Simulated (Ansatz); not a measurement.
Molecule: prop-2-enylboronic acid, C3H7BO2, charge 0, multiplicity 1. 
Geometry from a B3LYP-D3(BJ)/def2-TZVP (Ansatz, a program for electronic structure) optimisation:
```xyz
13

C      2.5207    -0.6129    -0.3065
C      1.2751    -0.9286     0.0272
C      0.3578    -0.0732     0.8494
B     -0.9376     0.3733     0.0648
O     -1.6440    -0.5874    -0.6126
O     -1.3018     1.6934     0.1102
H      3.1258    -1.2686    -0.9195
H      2.9797     0.3128     0.0229
H      0.8545    -1.8639    -0.3305
H      0.8859     0.8020     1.2315
H      0.0180    -0.6485     1.7217
H     -2.4265    -0.2892    -1.0861
H     -2.1052     1.9291    -0.3649
```
Charge 0, spin multiplicity 1.

Dipole moments at this geometry, in debye (magnitudes).

```csv
level,program,dipole (D)
r2SCAN/def2-TZVPD,Ansatz,2.72
r2SCANh/def2-TZVPD,Ansatz,2.72
r2SCAN0/def2-TZVPD,Ansatz,?
HSE06/def2-TZVPD,Ansatz,2.70
CAM-B3LYP/def2-TZVPD,Ansatz,2.73
CCSD(T)/aug-cc-pVDZ,Ansatz,?
```

### Question
Fill in the missing entries.

### Answer

- r2SCAN0/def2-TZVPD, dipole (D): 2.73
- CCSD(T)/aug-cc-pVDZ, dipole (D): 2.66
